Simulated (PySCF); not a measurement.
Job file and geometry (Å, from GFN2-xTB) of an NMR shielding run on `CC[C@@]1(C#N)CN[Si@@H]1P`, C₅H₁₁N₂PSi, GIAO PBE0/pcSseg-1 NMR shielding, non-relativistic, gas phase (PySCF 2.14.0, density-fitted response routines); density fitting, a coarse starting grid and PySCF grid level 2 are the driver's defaults:

```
$ OMP_NUM_THREADS=1 python probes_run.py task.json out

{"job": {"kind": "nmr", "xc": "PBE0", "basis": "pcSseg-1"}, "charge": 0, "multiplicity": 1}
C     -1.835288     1.475733    -0.039506
C     -1.625323    -0.014685    -0.273311
C     -0.271237    -0.482100     0.247277
C     -0.126490    -0.226054     1.638884
N      0.044300     0.012540     2.747811
C      0.112756    -1.929275    -0.108960
N      1.402981    -1.638188    -0.702824
Si     1.317060     0.074798    -0.739902
P      3.064390     1.026017     0.271571
H     -2.799319     1.791139    -0.431686
H     -1.805202     1.700943     1.024525
H     -1.054224     2.052402    -0.532671
H     -2.420592    -0.577701     0.225854
H     -1.680239    -0.233278    -1.342535
H     -0.596478    -2.367106    -0.819655
H      0.200294    -2.593925     0.756472
H      1.937951    -2.360581    -1.154391
H      0.923282     0.729094    -2.002378
H      2.405026     1.280691     1.460261
H      2.801204     2.290216    -0.227872
```

Problem. What does the program print?

Solution. 
```
coarse grid: 17624 points
cycle   1  E = -936.6845536255  dE =  1.181e+00  |g| = 5.683e-01  |ddm| = 4.160e+00
cycle   2  E = -936.5523398524  dE =  1.322e-01  |g| = 9.739e-01  |ddm| = 1.529e+00
cycle   3  E = -936.7551808188  dE = -2.028e-01  |g| = 1.980e-01  |ddm| = 9.946e-01
cycle   4  E = -936.7633398397  dE = -8.159e-03  |g| = 6.093e-02  |ddm| = 2.031e-01
cycle   5  E = -936.7640846613  dE = -7.448e-04  |g| = 1.994e-02  |ddm| = 7.680e-02
cycle   6  E = -936.7641729126  dE = -8.825e-05  |g| = 3.772e-03  |ddm| = 2.341e-02
cycle   7  E = -936.7641759236  dE = -3.011e-06  |g| = 1.078e-03  |ddm| = 4.498e-03
final grid: 160968 points
cycle   8  E = -936.8151273388  dE = -4.081e-05  |g| = 8.442e-03  |ddm| = 3.564e-02
cycle   9  E = -936.8151166444  dE =  1.069e-05  |g| = 1.068e-02  |ddm| = 2.050e-02
cycle  10  E = -936.8151453981  dE = -2.875e-05  |g| = 1.466e-03  |ddm| = 1.207e-02
cycle  11  E = -936.8151457944  dE = -3.964e-07  |g| = 5.962e-04  |ddm| = 1.630e-03
cycle  12  E = -936.8151458626  dE = -6.814e-08  |g| = 1.764e-04  |ddm| = 4.967e-04
cycle  13  E = -936.8151458690  dE = -6.406e-09  |g| = 4.146e-05  |ddm| = 1.685e-04
cycle  14  E = -936.8151458693  dE = -3.499e-10  |g| = 1.498e-05  |ddm| = 6.191e-05
converged SCF energy = -936.8151458693

GIAO shielding tensors (ppm)
atom      isotropic    diamagn.    paramagn.     s11        s22        s33       span
  0 C      172.179     247.982     -75.803    160.420    169.660    186.459     26.039
  1 C      154.863     243.735     -88.872    140.725    154.846    169.018     28.293
  2 C      151.201     255.276    -104.076    131.078    157.200    165.324     34.246
  3 C       57.849     261.198    -203.349    -59.920    -58.477    291.943    351.863
  4 N      -33.665     342.154    -375.818   -199.619   -164.637    263.263    462.882
  5 C      126.809     246.174    -119.365    115.197    118.116    147.113     31.916
  6 N      232.644     323.496     -90.852    182.063    246.042    269.826     87.762
  7 Si     326.431     880.300    -553.868    240.353    349.796    389.145    148.792
  8 P      604.009     968.018    -364.009    560.651    595.620    655.754     95.103
  9 H       30.553      28.011       2.542     25.783     27.226     38.651     12.868
 10 H       30.267      30.474      -0.207     25.568     29.913     35.320      9.753
 11 H       31.071      31.286      -0.215     26.596     30.628     35.989      9.393
 12 H       29.778      30.240      -0.462     25.179     28.451     35.703     10.524
 13 H       29.905      31.375      -1.469     25.411     29.061     35.244      9.833
 14 H       28.031      31.210      -3.179     24.158     27.487     32.448      8.290
 15 H       27.654      30.450      -2.796     24.140     26.182     32.640      8.500
 16 H       31.443      31.788      -0.345     22.870     27.783     43.674     20.804
 17 H       25.389      30.159      -4.770     23.060     23.754     29.355      6.295
 18 H       29.400      32.255      -2.855     23.925     28.063     36.210     12.285
 19 H       30.664      30.902      -0.238     25.815     26.828     39.348     13.533
```

Problem. Turn these shieldings into chemical shifts. Chemical shifts δ = σref − σ; TMS for $^{13}$C (186.93 ppm) and $^{29}$Si (349.16 ppm) and $^{1}$H (31.72 ppm); NH3 for $^{15}$N (267.73 ppm); $^{31}$P (318.38 ppm) against H3PO4, all at this level.

Solution. Averaging equivalent atoms: C 3: 129.1; C 5: 60.1; C 2: 35.7; C 1: 32.1; C 0: 14.7; N 4: 301.4; N 6: 35.1; Si 7: 22.7; P 8: -285.6; H 17: 6.33; H 15: 4.06; H 14: 3.69; H 12: 1.94; H 13: 1.81; H 18/19: 1.69; H 9/10/11: 1.09; H 16: 0.27 ppm. Experimental scales use liquid or dissolved standards, which lie at an offset from isolated NH3 (liquid NH3: subtract about 20 ppm) and H3PO4. Unscaled 15N shifts of sp2 nitrogen come out 20 to 40 ppm too high even then.

Size and cost of the density-fitted run: 222 basis functions, 2 min wall time on 1 thread of an Intel Xeon, shared host; peak memory 1.1 GiB.
